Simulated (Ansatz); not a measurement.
C4H12B2Cl2, SMILES `C[B-]1(C)[Cl+][B-](C)(C)[Cl+]1`, relaxed with RKS PBE0-D4/def2-TZVP in Ansatz 0.2.0 from a GFN2-xTB geometry. The force threshold is 0.005 eV/Å; the program also tests the step.

Charge 0, multiplicity 1.

Start:

```xyz
20

C    -1.783   -1.146   -1.398
B    -1.296   -0.243   -0.167
C    -2.393    0.346    0.840
Cl   -0.117    1.155   -0.777
B     1.293    0.251    0.178
C     1.810    1.145    1.401
C     2.367   -0.349   -0.848
Cl    0.110   -1.135    0.806
H    -2.313   -2.031   -1.051
H    -0.962   -1.490   -2.025
H    -2.470   -0.600   -2.041
H    -1.961    0.946    1.639
H    -2.966   -0.450    1.311
H    -3.108    0.979    0.317
H     1.004    1.501    2.041
H     2.350    2.022    1.049
H     2.498    0.587    2.034
H     3.081   -0.994   -0.340
H     2.942    0.442   -1.325
H     1.914   -0.938   -1.644
```

Task: By how much does the energy fall, and how many steps does the optimiser take? (An estimate is asked.)

Result: The calculation gave: 15.26 kJ/mol, in 5 steps.

Task: Which bonds change most? (Best estimate.)

Result: Computed: B5–Cl8 from 1.928 to 2.005 Å; B2–Cl8 from 1.928 to 2.005 Å; B2–Cl4 from 1.928 to 2.005 Å; Cl4–B5 from 1.928 to 2.005 Å.

Task: Give the relaxed structure. (An estimate is asked.)

Result: The calculation gave: 
```xyz
20

C    -1.761   -1.140   -1.396
B    -1.338   -0.252   -0.172
C    -2.373    0.347    0.844
Cl   -0.124    1.210   -0.812
B     1.335    0.259    0.183
C     1.790    1.144    1.397
C     2.345   -0.355   -0.851
Cl    0.115   -1.188    0.845
H    -2.300   -2.027   -1.047
H    -0.920   -1.477   -2.005
H    -2.444   -0.582   -2.046
H    -1.914    0.941    1.637
H    -2.945   -0.459    1.315
H    -3.089    0.987    0.317
H     0.963    1.491    2.019
H     2.334    2.023    1.037
H     2.477    0.578    2.036
H     3.063   -1.002   -0.335
H     2.919    0.444   -1.333
H     1.866   -0.944   -1.635
```
